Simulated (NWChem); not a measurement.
Molecule: C4H4F2O; SMILES C1(F)=C(CCO1)F

Results from NWChem. All runs use the structure optimised with PBE0/def2-SVP. Level: PBE0/def2-SVP with SMD, gas-phase geometry; reactions with the solvents are ignored. One conformer.

```
SMD term (kcal/mol)                 water  toluene
----------------------------------  -----  -------
distortion of the solute's density   0.85     0.19
polarisation                        -5.60    -2.26
cavity, dispersion and structure     4.33    -0.80
```

Question: Sum the solvation free energies, find the transfer free energy from water to toluene and the partition coefficient at 298.15 K.

Answer: 
1. ΔG(solv, water) = -0.42 kcal/mol and ΔG(solv, toluene) = -2.87 kcal/mol (1 M gas to 1 M solution).
2. Transfer: -2.87 − (-0.42) = -2.45 kcal/mol.
3. log₁₀ K(toluene/water) = −ΔG/(RT ln 10) = 2.45/1.364 = 1.8, so the model puts more of the solute in toluene.
4. Of the transfer energy, 2.68 kcal/mol is electrostatic and -5.13 comes from the non-electrostatic term. The two phases are taken as the pure solvents.
